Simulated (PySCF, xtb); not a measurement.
SiH2F2, SMILES [SiH2](F)F. Atoms are numbered in the order given.

```xyz
5

Si     0.0000     0.0000     0.4485
F      1.2884     0.0000    -0.4869
F     -1.2884     0.0000    -0.4869
H      0.0000     1.2379     1.2425
H      0.0000    -1.2379     1.2425
```
Charge 0, spin multiplicity 1.

The structure is a stationary point at TPSSh-D3(BJ)/def2-TZVP.

Computed with C-PCM-M06-2X/def2-SVP in PySCF 2.14.0.

The values are the electrostatic part of the solvation free energy, E(continuum) − E(gas) at the gas-phase geometry, in a cavity of scaled van der Waals radii (PySCF's table); cavitation and dispersion terms are not included. In vacuum the orbital gap is 13.11 eV. The dipole moment in vacuum is 1.56 D.

```csv
solvent,ε,ΔG(elec) (kcal/mol),dipole (D),gap (eV)
water,78.36,-2.1,1.82,13.09
acetone,20.49,-2.0,1.81,13.09
chloroform,4.71,-1.6,1.76,13.10
```

For comparison, GFN2-xTB/ALPB(water) (xtb, at the GFN2-xTB geometry, all terms of that model) gives 1.0 kcal/mol.
